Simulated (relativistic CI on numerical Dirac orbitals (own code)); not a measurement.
Method of calculation: Dirac-Coulomb-Breit CI, orbitals from a KLI potential per configuration, QED by a radiative potential, unscaled Slater integrals (own radial code, finite nucleus).

The strongest absorption lines from the ground level of an ion, among the configurations computed and to levels below about 10800 eV (vacuum wavelength in nm, gf): 0.11505 (0.24), 0.14804 (0.24), 0.14820 (0.34), 0.14876 (0.15), 0.15044 (1.1), 0.15290 (0.43), 1.1605 (0.27), 1.1625 (0.16).

Question: Which ion is it?
A. Tb⁵⁸⁺
B. Cs⁵⁰⁺
C. Tb⁶⁰⁺
D. Yb⁶⁵⁺

Answer: C. Tb⁶⁰⁺ has 5 electrons and the ground level 2s2.2p 2P°_1/2; the strongest line goes to 2s2.3d 2D_3/2. The pattern of lines fixes the number of electrons, and along that sequence the line energies rise steadily with the charge (about as its square where n changes within one kind of shell, about linearly where n is kept but much faster in heavy ions where fine structure, which grows about as Z⁴, sets the gap, and irregularly where shells cross), which fixes Z. Configurations outside the model, such as inner-shell arrays, can give stronger lines. At this charge energies of transitions that change n are usually good to better than 1 %, and those within a shell (Δn = 0) to a few per cent.

LS names give the leading component of a level, which can be under half, so a name can repeat, a term be missing and a line seem to break the LS rules.
